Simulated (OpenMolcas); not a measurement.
# V2+, Nb2+, Ta2+: d³ down the group

```json
{"Program": "OpenMolcas", "Method": "MS-CASPT2, IPEA 0.25 Eh, imaginary shift 0.1 Eh", "Basis": "ANO-R3", "Scalar Hamiltonian": "X2C, finite nucleus", "Spin-orbit coupling": "state interaction with AMFI integrals over the reference wave functions, term energies averaged over their components"}
```

Active space for each ion: 3 electrons in 6 orbitals (d s); closed shells correlated by CASPT2: V2+ 3s 3p; Nb2+ 4s 4p; Ta2+ 5s 5p.

Computed levels in cm-1 above ⁴F_3/2:

```
                               Level    V2+   Nb2+   Ta2+
                              ⁴F_5/2    164    539   2870
                              ⁴F_7/2    388   1225   5400
                              ⁴F_9/2    668   2010   7340
                              ⁴P_1/2  11600   8890  13760
                              ²G_7/2  11610   9310  11970
                              ²P_1/2  15080  10730   8260
                             ²H_11/2  16770  13420  18390
                              ²F_7/2  27450  19960  29030
                              ²F_5/2  27560  20080  26990
weight of ⁴F in the lowest level (%)    100     99     82
```

Mixed levels, with the weight of the term that names them: Ta2+ ⁴F_9/2 (73 %), Ta2+ ²F_5/2 (56 %).

Measured, with the error of the calculation in %. Measured levels: V2+ from Sugar and Corliss, J. Phys. Chem. Ref. Data 7, 1191 (1978); Nb2+ from the list in Shadmi, J. Res. Natl. Bur. Stand. 70A, 435 (1966).

| Level | V2+ | Nb2+ |
| --- | --- | --- |
| ⁴F_5/2 | 146 (+12.6) | 516 (+4.5) |
| ⁴F_7/2 | 342 (+13.6) | 1177 (+4.1) |
| ⁴F_9/2 | 584 (+14.4) | 1939 (+3.7) |
| ⁴P_1/2 | 11514 (+0.7) | 8664 (+2.5) |
| ²G_7/2 | 11966 (-2.9) | 9236 (+0.8) |
| ²P_1/2 | 15580 (-3.2) |  |
| ²H_11/2 | 16978 (-1.2) | 13264 (+1.2) |
| ²F_7/2 | 27728 (-1.0) | 19861 (+0.5) |
| ²F_5/2 | 27847 (-1.0) | 19975 (+0.5) |

The fine-structure level ⁴F_9/2 changes by a factor of 11 from V2+ to Ta2+.

Without spin-orbit coupling ⁴P lies 11380, 8420, 8400 cm-1 above ⁴F in that order; the difference to the level ⁴P_1/2, of either sign, comes from spin-orbit coupling, which also lowers the zero.

CASPT2 does not keep the components of a term degenerate, so their means are used; among the terms shown or strongly mixed into the levels shown the widest spread is 780 cm-1 (4d³ ⁴F, Nb2+). Terms from blocks run as CI alone lack orbitals of their own. The CASPT2 spread within a term exceeds the gap to the next term for 3d³ ²G and 3d³ ⁴P, so the order of their levels is uncertain (figures for V2+; the like holds for Nb2+). Configurations are named by rounded mean occupations; where the s occupation lies near a half they are strongly mixed, a name can repeat and a true partner stay unpaired (holds for Ta2+). Measured partners are found by configuration, term and J. A level has none where our copy of the source lacks it or the pairing is in doubt (some pairs that miss far off the trend of their configuration count as doubtful), and it then counts in no deviation. Levels of configurations outside the active space are missing.
